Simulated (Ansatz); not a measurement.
Job for Ansatz (a program for electronic structure): U-PBE/def2-TZVPP on O (SMILES [O]).

Ansatz 0.2 input:
```yaml
crystal:
  periodic: [false, false, false]
  atoms:
    - {symbol: O, position_ang: [0.00000000, 0.00000000, 0.00000000]}
basis:
  gaussian:
    orbitals: def2-TZVPP
hamiltonian:
  xc: {name: PBE}
magnetization: {spin_polarized: true, initial_magnetization: 2}
```

Output:

```
WARN ansatz: RAYON_NUM_THREADS=1 ignored (pool sized by the plan → 1); use --threads N
Functional definition: PBE
integrals: 0.00 GiB planned
151 factors; their error is unknown
mean field: 0.06 GiB planned
mean field evaluation 1: about -2040.8264 eV, gradient 1.0e1 eV
mean field evaluation 2: about -2040.8355 eV, gradient 9.2e0 eV
mean field evaluation 4: about -2041.1190 eV, gradient 2.6e-2 eV
mean field evaluation 8: about -2041.1171 eV, gradient 7.3e-4 eV
mean field evaluation 16: about -2041.1171 eV, gradient 2.7e-5 eV
mean field evaluation 32: about -2041.1171 eV, gradient 1.8e-5 eV
mean field -2041.11713282 eV, -75.0096711124 hartree, gradient 5.6e-5 eV, S^2 2.002783; 2 other end points of the search recorded, 0 dependent functions left out
reference -2041.11714629 eV, -75.0096716071 hartree; 5, 3 occupied and 26, 28 virtual orbitals, 151 factors
Total energy: -2041.11714629 eV, -75.0096716071 hartree
```

The run converged.

Cost: roughly 0.6 core-seconds.
